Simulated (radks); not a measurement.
The numbers below are computed, except where a source is named.
Initial-state core-level shifts of the chromium ion Cr+ when its valence configuration changes from [Ar] 3d5. Code: a radial shooting solver on a logarithmic mesh with Libxc functionals. Model: Dirac Kohn-Sham, LDA (Slater exchange, Perdew-Wang correlation), spin-unpolarised, spherical densities, finite nucleus; open shells fill j = l - 1/2 first; Fermi nuclear charge, rms radius 3.6452 fm. Shifts are changes of the shell-averaged eigenvalues in eV (positive: less bound); the change of the density at the nucleus, which sets a Mossbauer isomer shift, is in e/bohr^3, on a base of 1.136e+04.

[
 {"valence": "3d4 4s1", "1s": "-4.829", "2s": "-5.511", "2p": "-5.444", "3s": "-4.876", "density at nucleus": "+7.044"},
 {"valence": "3d3 4s2", "1s": "-11.157", "2s": "-12.759", "2p": "-12.606", "3s": "-10.922", "density at nucleus": "+16.684"},
 {"valence": "3d3 4p2", "1s": "-13.664", "2s": "-15.214", "2p": "-15.054", "3s": "-13.409", "density at nucleus": "+2.946"},
 {"valence": "3d3 4s1 4p1", "1s": "-12.442", "2s": "-14.015", "2p": "-13.860", "3s": "-12.194", "density at nucleus": "+10.038"},
 {"valence": "3d4 4p1", "1s": "-6.125", "2s": "-6.751", "2p": "-6.684", "3s": "-6.171", "density at nucleus": "+1.077"},
 {"valence": "3d2 4s2 4p1", "1s": "-20.074", "2s": "-22.829", "2p": "-22.571", "3s": "-19.093", "density at nucleus": "+21.942"},
 {"valence": "3d2 4s1 4p2", "1s": "-21.251", "2s": "-24.003", "2p": "-23.738", "3s": "-20.254", "density at nucleus": "+13.989"},
 {"valence": "3d4.5 4s0.5", "1s": "-2.234", "2s": "-2.548", "2p": "-2.516", "3s": "-2.286", "density at nucleus": "+3.254"},
 {"valence": "3d1 4s1 4p3", "1s": "-31.142", "2s": "-35.309", "2p": "-34.922", "3s": "-28.849", "density at nucleus": "+18.735"}
]
